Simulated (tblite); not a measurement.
C3H10OSi2.
Atom-mapped SMILES: `[CH2:1]=[CH:2][Si@@H:3]([SiH3:4])[O:5][CH3:6]` (hydrogens: H7, H8 on C1; H9 on C2; H10 on Si3; H11, H12, H13 on Si4; H14, H15, H16 on C6)

The geometry is computed with GFN2-xTB (gas phase).

(1) List the bond lengths, angles and torsions at this level.

Answers

(1) 
```json
{"bond": "C1=C2", "length (Å)": "1.322", "order": "double"}
{"bond": "C2–Si3", "length (Å)": "1.880", "order": "single"}
{"bond": "Si3–Si4", "length (Å)": "2.313", "order": "single"}
{"bond": "Si3–O5", "length (Å)": "1.634", "order": "single"}
{"bond": "O5–C6", "length (Å)": "1.390", "order": "single"}
{"bond": "C1–H7", "length (Å)": "1.080", "order": "single"}
{"bond": "C1–H8", "length (Å)": "1.079", "order": "single"}
{"bond": "C2–H9", "length (Å)": "1.083", "order": "single"}
{"bond": "Si3–H10", "length (Å)": "1.480", "order": "single"}
{"bond": "Si4–H11, Si4–H12, Si4–H13", "length (Å)": "1.469", "order": "single"}
{"bond": "C6–H14, C6–H15, C6–H16", "length (Å)": "1.093", "order": "single"}
```

Bonds in one row agree within 0.01 Å and their mean is given. Orders are formal, as drawn. A selection of angles:
```json
{"angle": "C2–C1–H7", "degrees": "122.9"}
{"angle": "C2–C1–H8", "degrees": "121.5"}
{"angle": "H7–C1–H8", "degrees": "115.6"}
{"angle": "C1–C2–Si3", "degrees": "123.4"}
{"angle": "C1–C2–H9", "degrees": "118.7"}
{"angle": "Si3–C2–H9", "degrees": "117.9"}
{"angle": "C2–Si3–Si4", "degrees": "115.1"}
{"angle": "C2–Si3–O5", "degrees": "100.0"}
{"angle": "C2–Si3–H10", "degrees": "109.2"}
{"angle": "Si4–Si3–O5", "degrees": "111.5"}
{"angle": "Si4–Si3–H10", "degrees": "111.7"}
{"angle": "O5–Si3–H10", "degrees": "108.7"}
{"angle": "Si3–Si4–H11", "degrees": "113.6"}
{"angle": "H11–Si4–H12", "degrees": "104.6"}
{"angle": "Si3–O5–C6", "degrees": "127.3"}
{"angle": "O5–C6–H14", "degrees": "111.0"}
{"angle": "O5–C6–H15", "degrees": "108.3"}
{"angle": "H14–C6–H15", "degrees": "109.2"}
{"angle": "H14–C6–H16", "degrees": "108.4"}
```

Torsions: C1–C2–Si3–Si4 57° (synclinal); C2–Si3–O5–C6 -176° (antiperiplanar).

Of the pairs four or more bonds apart, Si4···H14 is among the closest relative to their van der Waals radii: 3.24 Å, 98 % of the sum of Bondi's values. Si4 (SiH3 silicon) is distorted tetrahedral (angles from 104.6° to 113.6°). Si3 (oxygen-bound silicon) is distorted tetrahedral (angles from 100.0° to 115.1°).

Point group: C1 (no symmetry element, even within 0.4 Å). Its GFN2-xTB frequencies are all real (lowest 38 cm⁻¹). The numbers are those of one conformer. 2 starts were optimised and ended at 0.00 and 0.25 kcal/mol (GFN2-xTB); the lowest of these is shown.

Time: 1.1 s wall. Hardware: Arm Neoverse N1, one thread, shared host with 64 logical CPUs at a one-minute load of 54. This is the geometry optimisation.
